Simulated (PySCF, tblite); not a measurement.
Isomers of C7H10F3P. Computed with GFN2-xTB (tblite): harmonic, unscaled wavenumbers at the GFN2-xTB geometry, gas phase. Errors from tens to a few hundred cm⁻¹ against measured bands are possible. Modes of hydrogen on phosphorus can be 10 to 20 % off. One conformer each.

Electronic energies: PBE0/pcSseg-1 single points on the GFN2-xTB geometries (PySCF, gas phase).

| SMILES | electronic energy, lowest = 0 (kcal/mol) |
| --- | --- |
| CC1=C(C(F)(F)F)CP(C)C1 | 0.0 |
| CC(C)(C)C1=C(C(F)(F)F)P1 | 39.6 |
| C=[P@@](C)(C(F)=C(F)F)C1CC1 | 90.8 |
| C#CCP(CCC)C(F)(F)F | 48.8 |
| CC#CP(C)CCC(F)(F)F | 29.7 |

Task: How do GFN2-xTB zero-point energies change the relative energies?

Result: 
```csv
SMILES,ZPE (kcal/mol),of it from modes above 1550 cm⁻¹,electronic (kcal/mol),"with ZPE, lowest = 0 (kcal/mol)",lowest mode (cm⁻¹),rings
CC1=C(C(F)(F)F)CP(C)C1,97.1,45.2,0.0,0.0,31,1
CC#CP(C)CCC(F)(F)F,95.6,46.1,29.7,28.2,13i,0
CC(C)(C)C1=C(C(F)(F)F)P1,96.1,44.8,39.6,38.6,13i,1
C#CCP(CCC)C(F)(F)F,95.8,46.4,48.8,47.6,35,0
C=[P@@](C)(C(F)=C(F)F)C1CC1,94.3,45.9,90.8,88.1,16,1
```

The zero-point energies span 2.8 kcal/mol, from `C=[P@@](C)(C(F)=C(F)F)C1CC1` to `CC1=C(C(F)(F)F)CP(C)C1`. Slightly imaginary modes are left out of the zero-point energy: `CC#CP(C)CCC(F)(F)F` 12.7i cm⁻¹ and `CC(C)(C)C1=C(C(F)(F)F)P1` 12.6i cm⁻¹. The order is unchanged.

Task: And how do the electronic energies of GFN2-xTB itself compare?

Result: `CC1=C(C(F)(F)F)CP(C)C1` 0.0; `CC#CP(C)CCC(F)(F)F` 35.1; `CC(C)(C)C1=C(C(F)(F)F)P1` 39.1; `C#CCP(CCC)C(F)(F)F` 44.8; `C=[P@@](C)(C(F)=C(F)F)C1CC1` 76.5 kcal/mol, lowest = 0. Against the energies above, taken from the same isomer `CC1=C(C(F)(F)F)CP(C)C1`, the largest difference is 14.3 kcal/mol.
